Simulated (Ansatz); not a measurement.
ketene (C$_{2}$H$_{2}$O), singlet, at a GFN2-xTB geometry; BLYP/aug-cc-pVDZ (Ansatz, a first-principles code).

Ansatz was given this input:
Ansatz 0.2 input:
```yaml
crystal:
  periodic: [false, false, false]
  atoms:
    - {symbol: C, position_ang: [-0.01148162, 0.02136311, -1.19190098]}
    - {symbol: C, position_ang: [0.00092956, -0.00172957, 0.09649676]}
    - {symbol: H, position_ang: [0.00249612, 0.94826436, -1.73006124]}
    - {symbol: H, position_ang: [-0.03614064, -0.88566416, -1.76255958]}
    - {symbol: O, position_ang: [0.01211961, -0.02255018, 1.25813077]}
basis:
  gaussian:
    orbitals: aug-cc-pVDZ
hamiltonian:
  xc: blyp
accuracy: high
```

**Question.** What does Ansatz print? Leave out banner, timings and long lists.

**Answer.** 
```
Functional definition: BLYP
1608 factors; integrals over basis functions are off by at most 3.2e-9 eV
mean field evaluation 1: about -4143.4151 eV, gradient 6.1e1 eV
mean field evaluation 2: about -4134.8862 eV, gradient 7.8e1 eV
mean field evaluation 4: about -4151.7428 eV, gradient 1.1e1 eV
mean field evaluation 8: about -4152.0177 eV, gradient 4.1e-1 eV
mean field evaluation 16: about -4152.0181 eV, gradient 1.2e-6 eV
mean field -4152.01813713 eV, -152.5838522005 hartree, gradient 9.8e-9 eV, S^2 0.000000; 0 other end points of the search recorded, 0 dependent functions left out
reference -4152.01818930 eV, -152.5838541176 hartree; 11, 11 occupied and 76, 76 virtual orbitals, 1608 factors
Total energy: -4152.01818930 eV, -152.5838541176 hartree
```
